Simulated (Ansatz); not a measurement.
Cartesian coordinates in Å:
```
C -1.681 -0.853 0.162
O -1.163 -0.161 -0.964
Si 0.271 0.567 -1.036
O 0.789 1.532 0.241
C 1.582 0.356 0.162
N 2.524 -0.045 0.869
H -2.359 -1.626 -0.202
H -2.234 -0.162 0.802
H -0.884 -1.321 0.747
H 0.417 1.095 -2.399
H 2.739 0.617 1.619
```

Total charge 0; spin multiplicity 1.

Task: List the PBE/def2-TZVPP orbital energies in eV (Ansatz 0.2.0). (Estimate.)

Result: Ansatz gave: Occupied: -1781.02, -511.24, -510.99, -380.08, -271.09, -270.71, -138.65, -95.43, -95.39, -95.34, -26.54, -26.03, -22.19, -17.70, -14.47, -13.54, -12.30, -11.83, -11.72, -11.56, -10.39, -9.49, -8.35, -8.19, -7.38, -6.95, -6.08. Lowest empty: -1.40, -0.92, -0.05, 0.64, 0.94, 1.34, 1.94, 2.31.
